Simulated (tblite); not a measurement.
Run record: tight-binding relaxation, `[SiH3]CC[SiH2]C1CCC1`.

Computed with GFN2-xTB geometry optimisation, gas phase (tblite 0.8.0). Start geometry: from a force field or distance geometry. A driver script takes a list of jobs; this job's settings line and coordinates (Å) are shown.

Command:
```bash
OMP_NUM_THREADS=1 python probes_run.py task.json out
```

Input:
```
{"job": {"kind": "relax", "xc": "GFN2-xTB", "basis": "xTB"}, "charge": 0, "multiplicity": 1}
Si     4.127100    -0.426000     0.178700
C      2.467000    -0.580500    -0.679900
C      1.591700     0.543600    -0.158400
Si    -0.100800     0.527700    -0.928800
C     -1.477500     0.152700     0.278200
C     -2.337300    -1.040800    -0.082000
C     -3.538000    -0.171400     0.215200
C     -2.682500     1.017000    -0.097900
H      5.022300    -1.552200    -0.127200
H      4.781000     0.799700    -0.290600
H      3.856300    -0.367500     1.630600
H      2.019700    -1.554800    -0.317000
H      2.636600    -0.548500    -1.744700
H      2.091500     1.491900    -0.473000
H      1.548800     0.582000     0.938400
H     -0.091000    -0.376900    -2.066100
H     -0.366500     1.885300    -1.439000
H     -1.193500     0.236600     1.349500
H     -2.341800    -1.307400    -1.146000
H     -2.310300    -1.871700     0.640400
H     -4.412600    -0.342900    -0.437800
H     -3.854800    -0.279100     1.276400
H     -2.840200     1.921100     0.507900
H     -2.606900     1.281800    -1.186000
```

Output:
```
step      E/eV     max force
  0    -664.16670    1.996
  1    -664.38147    0.860
  2    -664.48331    0.675
  3    -664.60039    0.470
  4    -664.62845    0.425
  5    -664.65164    0.323
  6    -664.67017    0.296
  7    -664.68718    0.252
  8    -664.69967    0.235
  9    -664.71128    0.235
... (187 lines left out)
197    -664.88684    0.029
198    -664.88700    0.025
199    -664.88715    0.026
200    -664.88724    0.018
201    -664.88729    0.015
202    -664.88732    0.014
203    -664.88735    0.011
204    -664.88738    0.011
205    -664.88740    0.011
206    -664.88741    0.008
```

«max force» is the largest atomic force in eV/Å.

Q: From which step on does the largest force stay under 0.1 eV/Å, and how much energy is left to gain from there?

A: From step 153 (0.047 eV/Å), 7.6 meV above the end.

Summary of the converged run: energy lowered by 16.6 kcal/mol over 206 steps; largest atomic force 0.008 eV/Å at the end.

Q: Where do the atoms end?

A: 0.867 Å rms from the input after alignment:
```
atom  x, y, z in Å
Si1    3.7918   -0.8913    0.1819
C2     1.9840   -0.5703   -0.3123
C3     1.6528    0.9212   -0.3902
Si4   -0.1263    1.2736   -0.9696
C5    -1.3985    0.5497    0.2414
C6    -1.6646   -0.9699    0.1710
C7    -3.1511   -0.6988   -0.0952
C8    -2.8774    0.8109   -0.1121
H9     4.0480   -2.3333    0.2030
H10    4.6803   -0.2469   -0.7887
H11    4.0401   -0.3266    1.5109
H12    1.3129   -1.0496    0.4030
H13    1.7804   -1.0338   -1.2801
H14    2.3473    1.4074   -1.0774
H15    1.8260    1.3775    0.5863
H16   -0.3350    0.6677   -2.2932
H17   -0.3355    2.7257   -1.0620
H18   -1.1768    0.8629    1.2639
H19   -1.1603   -1.4778   -0.6496
H20   -1.4573   -1.5144    1.0916
H21   -3.5277   -1.1042   -1.0328
H22   -3.8092   -1.0196    0.7108
H23   -3.4309    1.3872    0.6274
H24   -3.0246    1.2726   -1.0869
```

Hardware: Intel Xeon 6975P-C, one thread, on a shared host. Cost: 1.6 s.
Labels such as C1 count atoms from 1, the log's own numbers from 0.
